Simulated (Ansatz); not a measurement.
Species: CH₃F₃Si, SMILES `C[Si](F)(F)F` (charge 0, multiplicity 1).

Problem. Give a relaxed geometry from PBE-D3(BJ)/def2-TZVP run with Ansatz (a program for electronic structure).

Solution. the end point of this relaxation (outside a Z-matrix the atoms follow the SMILES, hydrogens last).
Cartesian coordinates (Å) in one orientation:
```xyz
8

C     -0.996    -0.032    -0.035
Si     0.841     0.027     0.030
F      1.497    -0.455    -1.345
F      1.374     1.507     0.312
F      1.422    -0.912     1.185
H     -1.340    -1.057    -0.230
H     -1.425     0.303     0.919
H     -1.374     0.619    -0.835
```
